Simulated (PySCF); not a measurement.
GaCl3: breathing scan

All numbers come from r2SCAN/[Ga def2-TZVP, Cl def2-TZVP], no relativity, density fitting, PySCF.

Rigid scan from the singlet minimum (Ga–Cl 2.111 Å (×3); Cl–Ga–Cl 120.0° (×3)). Coordinate: all bonds to the central atom scaled together. Energies in kJ/mol from the minimum.

```tsv
scale of all bonds to the centre	E (kJ/mol)
0.88	261.1
0.92	100.8
0.96	22.0
1.00	0.0
1.04	17.1
1.08	60.2
1.14	153.4
1.22	299.1
1.35	524.5
```

At long bonds a restricted determinant can lie too high, and another spin state can fall below this curve.

The scan took about 6 core-minutes on a shared host.
